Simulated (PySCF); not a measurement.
Stepwise substitution at one centre (Ge Cl-OH). All species are isolated molecules in the gas phase. One relaxed conformer stands for each flexible species; it need not be the lowest. Strings in code marks are SMILES.

The numbers are results of PBE-D3(BJ)/def2-TZVP run with PySCF, not measurements. Excitations are Tamm–Dancoff values on a coarser integration grid. The basis has no diffuse functions, so Rydberg states are missing or too high.

```json
[
 {"species": "0 of 4 Cl replaced by OH (`[Cl][Ge]([Cl])([Cl])[Cl]`)", "HOMO–LUMO gap (eV)": "4.73", "S1 excitation (TDA) (eV)": "4.88", "S1–T1 gap (TDA) (eV)": "–"},
 {"species": "1 of 4 Cl replaced by OH (`[Cl][Ge]([Cl])([OH])[Cl]`)", "HOMO–LUMO gap (eV)": "5.01", "S1 excitation (TDA) (eV)": "5.15", "S1–T1 gap (TDA) (eV)": "0.31"},
 {"species": "2 of 4 Cl replaced by OH", "HOMO–LUMO gap (eV)": "5.32", "S1 excitation (TDA) (eV)": "5.47", "S1–T1 gap (TDA) (eV)": "0.32"},
 {"species": "3 of 4 Cl replaced by OH (`[OH][Ge]([OH])([OH])[Cl]`)", "HOMO–LUMO gap (eV)": "___", "S1 excitation (TDA) (eV)": "5.95", "S1–T1 gap (TDA) (eV)": "0.37"},
 {"species": "4 of 4 Cl replaced by OH", "HOMO–LUMO gap (eV)": "5.92", "S1 excitation (TDA) (eV)": "___", "S1–T1 gap (TDA) (eV)": "___"}
]
```

Task: Complete the blanks.

Result: 
- 3 of 4 Cl replaced by OH (`[OH][Ge]([OH])([OH])[Cl]`), HOMO–LUMO gap (eV): 5.78
- 4 of 4 Cl replaced by OH, S1 excitation (TDA) (eV): 6.08
- 4 of 4 Cl replaced by OH, S1–T1 gap (TDA) (eV): 0.33
